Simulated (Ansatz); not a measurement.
Basis-set series for `C=C[SiH2][NH]` radical. Charge 0, multiplicity 2. The structure was optimised at the PBE0-D4/def2-TZVP level. It is one conformer, not always the lowest.

| functional | basis | functions | energy (Eh) | HOMO (eV) | LUMO (eV) |
| --- | --- | --- | --- | --- | --- |
| PBE0-D4 | def2-SVP | 90 | -423.51044 | -7.61 | -2.95 |
| PBE0-D4 | def2-TZVPP | 219 | -423.77048 | -7.86 | -3.21 |
| ωB97M-V | def2-SVP | 90 | -423.69586 | -9.94 | -0.81 |
| ωB97M-V | def2-TZVPP | 219 | -423.96458 | -10.20 | -1.18 |

Give the rows for def2-QZVPP. (Best estimate.)

Computed: 
| functional | basis | functions | energy (Eh) | HOMO (eV) | LUMO (eV) |
| --- | --- | --- | --- | --- | --- |
| PBE0-D4 | def2-QZVPP | 421 | -423.78836 | -7.90 | -3.27 |
| ωB97M-V | def2-QZVPP | 421 | -423.98132 | -10.23 | -1.26 |

HOMO and LUMO are taken over both spins.
